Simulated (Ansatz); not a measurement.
Molecule: CdCl$_{2}$ (charge 0, triplet). The spin state was set by rule; other spins were not relaxed. 
Coordinates optimised at B3LYP-D3(BJ)/def2-TZVP (Ansatz, a program for electronic structure):
```xyz
3

Cd    -0.2511    -0.7978    -0.3811
Cl     1.3083     1.2867    -0.4263
Cl    -0.5993     0.9659     1.5023
```
Charge 0, spin multiplicity 3.

Parts of the frozen-core correlation energy in def2-SVP (Ansatz, hartree). Frozen orbitals: 14; correlated occupied orbitals by spin: 14 and 12; virtual: 39 and 41. Open shells are spin-unrestricted. Spin-orbit coupling is left out. In def2 rows, elements after Kr have scalar-relativistic effective core potentials. The program attaches cautions to this run: other roots.

| term | value |
|---|---|
| reference (HF) | -1085.54159 |
| MP2 opposite-spin | -0.34815 |
| MP2 same-spin | -0.17241 |
| CCSD correlation | -0.53812 |
| (T) | -0.01105 |
| T1 diagnostic | 0.015 |
| largest doubles amplitude | 0.052 |
| <S^2> of the reference | 2.021 |
